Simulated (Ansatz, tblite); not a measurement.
Forces on the cluster Cs₃F₃ at its r2SCAN-D4/def2-SVP geometry. Charge 0, multiplicity 1.

In the def2 sets Cs takes a core potential; there is no spin–orbit coupling. The xTB rows come from tblite. The structure comes from a short search, and lower isomers may exist.

GFN1-xTB (tblite), largest force 0.56 eV/Å:

```xyz
6
positions Å, forces eV/Å
Cs   -0.475    2.693   -0.634    0.095   -0.538    0.127
Cs   -2.157   -1.746    0.409    0.431    0.349   -0.081
Cs    2.633   -0.945    0.226   -0.526    0.188   -0.047
F     1.825    1.474   -0.359    0.066    0.054   -0.011
F    -2.228    0.805   -0.171   -0.081    0.029   -0.008
F     0.402   -2.280    0.530    0.014   -0.082    0.020
```

GFN2-xTB (tblite), largest force 0.52 eV/Å:

```
Cs 0.088 -0.501 0.119
Cs 0.401 0.325 -0.074
Cs -0.490 0.175 -0.046
F -0.042 -0.033 0.012
F 0.052 -0.020 0.000
F -0.010 0.054 -0.010
```

PBE-D4/def2-TZVP (Ansatz), largest force 0.08 eV/Å:

```
Cs -0.014 0.076 -0.018
Cs -0.061 -0.050 0.012
Cs 0.075 -0.027 0.005
F 0.020 0.016 -0.003
F -0.023 0.008 -0.003
F 0.004 -0.024 0.006
```
